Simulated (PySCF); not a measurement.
Threshold energies of AlSb in a plasma

PBE0 in PySCF with def2-SVPD on every atom (core potentials on Sb), for the lowest determinant that a PBE0 search found; no spin–orbit coupling.

```csv
species,state (unpaired electrons),Re (Å),ωe (cm⁻¹),energy of the minimum from the neutral (eV),De (eV),dissociates to
AlSb,triplet (π ↑↑),2.753,259,0.00,1.88,Al + Sb
AlSb⁺,"quartet (σ ↑, π ↑↑)",2.805,187,7.03,0.93,Al⁺ + Sb
```

Work out the lowest energy to break AlSb into atoms, from its vibrational ground state.

D0 = De − ωe/2 = 1.88 − 0.02 = 1.86 eV (PBE0/def2-SVPD).

Work out the ionisation energy of the Al atom at this level and the threshold of dissociative ionisation.

IE(Al) = 7.03 + 0.93 − 1.88 = 6.08 eV, so Al⁺ + Sb + e⁻ appears at D0 + IE(Al) = 7.94 eV (PBE0/def2-SVPD). The measured IE(Al) is 5.986 eV (NIST ASD).

These are thermodynamic thresholds; the onsets seen under electron impact lie higher where the geometry changes, and cross-sections peak well above them.

These are scalar-relativistic numbers at best; spin–orbit coupling would shift them, the dissociation energy most. For an ion De counts to the pair picked by the measured ionisation energies or electron affinities, which need not be the lowest pair at this level. States were picked by a PBE0 search and need not be the measured ground states.
